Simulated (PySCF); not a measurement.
PySCF input file for InFCl2, SMILES [F][In]([Cl])[Cl], TDA-PBE0/def2-SVPD. Geometry: PBE-D3(BJ)/def2-SVP. The def2 effective core potentials stand for the cores of In; spin–orbit coupling is left out.

```python
import numpy as np
from pyscf import gto, scf, dft, tdscf

mol = gto.M(
    atom='''
    In    0.00000000    0.00000000   -0.21833270
    F     0.00000000    0.00000000   -2.18154037
    Cl    0.00000000   -2.05584876    0.89212252
    Cl    0.00000000    2.05584876    0.89212252
    ''',
    basis='def2-SVPD',
    ecp={'In': 'def2-svp'},
    charge=0,
    spin=0,
    symmetry=True,
    max_memory=1600,
    verbose=4,
)
mf = dft.RKS(mol, xc='pbe0').density_fit(auxbasis='def2-universal-jkfit')
mf.grids.level = 3
mf.conv_tol = 1e-9
mf.max_cycle = 100
mf.kernel()
mf.grids = dft.Grids(mol).set(level=1).build(with_non0tab=True)  # coarser grid for the response kernel
td = tdscf.TDA(mf)
td.singlet = True
td.nstates = 10
td.conv_tol = 1e-4
td.kernel(x0=td.get_init_guess(mf, 15))
td.analyze()
tt = tdscf.TDA(mf)
tt.singlet = False
tt.nstates = 4
tt.conv_tol = 1e-4
tt.kernel(x0=tt.get_init_guess(mf, 9))
tt.analyze(verbose=3)
```

Program output:

```
PySCF version 2.14.0

[INPUT] verbose = 4
[INPUT] num. atoms = 4
[INPUT] num. electrons = 64
[INPUT] charge = 0
[INPUT] spin (= nelec alpha-beta = 2S) = 0
[INPUT] symmetry True subgroup None
[INPUT] Mole.unit = angstrom
[INPUT] Symbol           X                Y                Z      unit          X                Y                Z       unit  Magmom
[INPUT]  1 In     0.000000000000   0.000000000000  -0.218332700000 AA    0.000000000000   0.000000000000  -0.412589007037 Bohr   0.0
[INPUT]  2 F      0.000000000000   0.000000000000  -2.181540370000 AA    0.000000000000   0.000000000000  -4.122513828982 Bohr   0.0
[INPUT]  3 Cl     0.000000000000  -2.055848760000   0.892122520000 AA    0.000000000000  -3.884991109927   1.685867232357 Bohr   0.0
[INPUT]  4 Cl     0.000000000000   2.055848760000   0.892122520000 AA    0.000000000000   3.884991109927   1.685867232357 Bohr   0.0

nuclear repulsion = 293.631914456443
point group symmetry = C2v
symmetry origin: [0.00000000e+00 0.00000000e+00 1.02702504e-09]
symmetry axis x: [-1. -0. -0.]
symmetry axis y: [0. 1. 0.]
symmetry axis z: [0. 0. 1.]
num. orbitals of irrep A1 = 45
num. orbitals of irrep A2 = 13
num. orbitals of irrep B1 = 20
num. orbitals of irrep B2 = 31
number of shells = 43
number of NR pGTOs = 190
number of NR cGTOs = 109
basis = def2-SVPD
ecp = {'In': 'def2-svp'}


******** <class 'pyscf.df.df_jk.DFSymAdaptedRKS'> ********
method = DFSymAdaptedRKS
initial guess = minao
damping factor = 0
level_shift factor = 0
DIIS = <class 'pyscf.scf.diis.CDIIS'>
diis_start_cycle = 1
diis_space = 8
diis_damp = 0
SCF conv_tol = 1e-09
SCF conv_tol_grad = None
SCF max_cycles = 100
direct_scf = False
XC library pyscf.dft.libxc version 7.1.2
    S. Lehtola, C. Steigemann, M. J. T. Oliveira, and M. A. L. Marques,  SoftwareX 7, 1–5 (2018)
XC functionals = pbe0
    C. Adamo and V. Barone,  J. Chem. Phys. 110, 6158 (1999)
    M. Ernzerhof and G. E. Scuseria,  J. Chem. Phys. 110, 5029 (1999)
radial grids:
    Treutler-Ahlrichs [JCP 102, 346 (1995); DOI:10.1063/1.469408] (M4) radial grids

becke partition: Becke, JCP 88, 2547 (1988); DOI:10.1063/1.454033
pruning grids: <function nwchem_prune>
grids dens level: 3
symmetrized grids: True
atomic radii adjust function: <function treutler_atomic_radii_adjust>
small_rho_cutoff = 0
Freeze 0 electrons in irreps []
    64 free electrons in irreps A1 A2 B1 B2
Set gradient conv threshold to 3.16228e-05
Initial guess from minao.
tot grids = 73896
******** <class 'pyscf.df.df.DF'> ********
auxbasis = def2-universal-jkfit
init E= -1188.4080007043
HOMO (B2) = -0.673661424044914  LUMO (A1) = -0.610131861851258  gap/eV = 1.72873
cycle= 1 E= -1208.75089954057  delta_E= -20.3  |g|= 2.04  |ddm|= 13.3
HOMO (B2) = -0.0905765029502277  LUMO (A1) = -0.0177588946334097  gap/eV = 1.98147
cycle= 2 E= -1208.27561954231  delta_E= 0.475  |g|= 2.66  |ddm|= 6.77
HOMO (B2) = -0.350407377641559  LUMO (A1) = -0.122809852683986  gap/eV = 6.19324
cycle= 3 E= -1209.73254791551  delta_E= -1.46  |g|= 0.332  |ddm|=  2.4
HOMO (B2) = -0.342431885945431  LUMO (A1) = -0.133790912282478  gap/eV = 5.67741
cycle= 4 E= -1209.71535406364  delta_E= 0.0172  |g|= 0.463  |ddm|= 0.605
HOMO (B2) = -0.357882511169766  LUMO (A1) = -0.135100936921496  gap/eV = 6.06220
cycle= 5 E= -1209.75365262769  delta_E= -0.0383  |g|= 0.0161  |ddm|= 0.345
HOMO (B2) = -0.358610652167815  LUMO (A1) = -0.132576800736203  gap/eV = 6.15069
cycle= 6 E= -1209.75372217096  delta_E= -6.95e-05  |g|= 0.00639  |ddm|= 0.0315
HOMO (B2) = -0.35808035080343  LUMO (A1) = -0.132610979151131  gap/eV = 6.13533
cycle= 7 E= -1209.75373467598  delta_E= -1.25e-05  |g|= 0.000657  |ddm|= 0.00755
HOMO (B2) = -0.358185246670214  LUMO (A1) = -0.132699428667621  gap/eV = 6.13578
cycle= 8 E= -1209.75373477003  delta_E= -9.4e-08  |g|= 0.000276  |ddm|= 0.00146
HOMO (B2) = -0.358136766326481  LUMO (A1) = -0.132685712283035  gap/eV = 6.13484
cycle= 9 E= -1209.75373479234  delta_E= -2.23e-08  |g|= 2.56e-05  |ddm|= 0.000393
HOMO (B2) = -0.358139323993385  LUMO (A1) = -0.132688025747996  gap/eV = 6.13484
cycle= 10 E= -1209.7537347927  delta_E= -3.62e-10  |g|= 6.86e-06  |ddm|= 7.61e-05
HOMO (B2) = -0.35813952592348  LUMO (A1) = -0.132687836358201  gap/eV = 6.13485
Extra cycle  E= -1209.7537347927  delta_E= 2.96e-12  |g|= 1.04e-05  |ddm|= 1.77e-05
converged SCF energy = -1209.7537347927
tot grids = 26024


******** <class 'pyscf.tdscf.rks.TDA'> for <class 'pyscf.df.df_jk.DFSymAdaptedRKS'> ********
nstates = 10 singlet
deg_eia_thresh = 1.000e-03
wfnsym = None
conv_tol = 0.0001
eigh lindep = 1e-12
eigh level_shift = 0
eigh max_cycle = 100


Excitation energies (eV)
[4.76028525 4.80947795 4.92380995 5.08535168 5.8177471  6.08635372
 6.42663815 6.49735457 6.53845708 6.78129073]

** Singlet excitation energies and oscillator strengths **
Excited State   1:   B2      4.76029 eV    260.46 nm  f=0.0125
      32 -> 33        0.69865
Excited State   2:   A2      4.80948 eV    257.79 nm  f=0.0000
      31 -> 33       -0.70500
Excited State   3:   A1      4.92381 eV    251.81 nm  f=0.0290
      30 -> 33        0.69830
Excited State   4:   B1      5.08535 eV    243.81 nm  f=0.0179
      29 -> 33       -0.70254
Excited State   5:   B2      5.81775 eV    213.11 nm  f=0.0779
      26 -> 33       -0.34648
      28 -> 33       -0.58541
      31 -> 34       -0.16393
Excited State   6:   B1      6.08635 eV    203.71 nm  f=0.0213
      27 -> 33       -0.70018
Excited State   7:   A2      6.42664 eV    192.92 nm  f=0.0000
      32 -> 34       -0.70589
Excited State   8:   B2      6.49735 eV    190.82 nm  f=0.0061
      26 -> 33       -0.45473
      28 -> 33        0.12354
      31 -> 34        0.52448
Excited State   9:   B1      6.53846 eV    189.62 nm  f=0.0007
      30 -> 34        0.70575
Excited State  10:   A1      6.78129 eV    182.83 nm  f=0.0115
      25 -> 33        0.42131
      27 -> 34       -0.10834
      29 -> 34       -0.55199

** Transition electric dipole moments (AU) **
state          X           Y           Z        Dip. S.      Osc.
  1         0.0000      0.3273     -0.0000      0.1071      0.0125
  2         0.0000      0.0000      0.0000      0.0000      0.0000
  3        -0.0000     -0.0000      0.4903      0.2404      0.0290
  4        -0.3794      0.0000      0.0000      0.1440      0.0179
  5         0.0000      0.7392      0.0000      0.5464      0.0779
  6         0.3783      0.0000     -0.0000      0.1431      0.0213
  7         0.0000     -0.0000      0.0000      0.0000      0.0000
  8        -0.0000     -0.1954     -0.0000      0.0382      0.0061
  9        -0.0666      0.0000     -0.0000      0.0044      0.0007
 10         0.0000     -0.0000     -0.2628      0.0690      0.0115

WARN: ECP detected. Skipping calculation of transition velocity and magnetic dipole moments, which have not yet been implemented.



******** <class 'pyscf.tdscf.rks.TDA'> for <class 'pyscf.df.df_jk.DFSymAdaptedRKS'> ********
nstates = 4 triplet
deg_eia_thresh = 1.000e-03
wfnsym = None
conv_tol = 0.0001
eigh lindep = 1e-12
eigh level_shift = 0
eigh max_cycle = 100


Excitation energies (eV)
[4.34959112 4.45179985 4.45414754 4.67279127]

** Triplet excitation energies and oscillator strengths **
Excited State   1:   B2      4.34959 eV    285.05 nm  f=0.0000
Excited State   2:   A1      4.45180 eV    278.50 nm  f=0.0000
Excited State   3:   A2      4.45415 eV    278.36 nm  f=0.0000
Excited State   4:   B1      4.67279 eV    265.33 nm  f=0.0000
```

The run converged.
